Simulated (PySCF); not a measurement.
The free ion Pd3+ in its d7 configuration.

Method (PySCF 2.14, density fitting): CASSCF(7,5) with orbitals averaged over all microstates of the shell, strongly contracted NEVPT2 on the averaged canonical orbitals; basis x2c-TZVPall; spin-free X2C; gas phase; spin-orbit coupling by state interaction with the mean-field operator over all roots.

Task: What is the ground state?

Result: 4F (S = 3/2, orbital degeneracy 7), by NEVPT2.

Task: List the excited states of the same spin.

Result: By NEVPT2: 4P at 13031 cm⁻¹ (767 nm).

Task: Which is the lowest state of another spin?

Result: 2G at 14769 cm⁻¹ by NEVPT2; CASSCF alone puts it at 16129 cm⁻¹ above the same ground state.

Task: What magnetic behaviour follows?

Result: The lowest spin-orbit level is 10-fold with J = 9/2; the next lies at 2735.7 cm⁻¹. μeff is 6.62 μB at 300 K and 6.61 μB at 10 K; the free-ion value g_J√(J(J+1)) for the Hund's-rule level J = 9/2 is 6.63 μB.

The job took 4.7 s on one thread of Arm Neoverse V1 (shared host), with 63 basis functions, launched as `OMP_NUM_THREADS=1 python lf_run.py task.json out`.
